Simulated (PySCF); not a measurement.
Ti(OH)2(H)2 (H4O2Ti), SMILES [OH][TiH2][OH], multiplicity 1.

The structure is a stationary point at PBE-D3(BJ)/def2-TZVP. The spin state was assumed, not searched. The values are those of a single conformer.

Method: PBE-D3(BJ)/def2-TZVP (PySCF).

Frequencies are harmonic and unscaled.

```
mode  ν (cm⁻¹)  IR (km/mol)  moving atoms (share of kinetic energy)
----  --------  -----------  --------------------------------------
1          162          0.9                 O 48 %, H 32 %, Ti 20 %
2          164        117.2                                  H 96 %
3          234        211.4                          H 87 %, O 13 %
4          235          0.0                                  H 92 %
5          370         59.6                          H 65 %, O 33 %
6          371        113.1                 H 60 %, O 24 %, Ti 15 %
7          562         28.9                          H 84 %, O 16 %
8          577          0.0                                  H 93 %
9          583         72.4                                  H 96 %
10         772        127.0                 O 70 %, Ti 20 %, H 10 %
11         834        256.8                 O 48 %, Ti 36 %, H 15 %
12        1668        329.5                                  H 97 %
13        1690        172.0                                  H 99 %
14        3811        228.6                                  H 94 %
15        3816        253.2                                  H 94 %
```
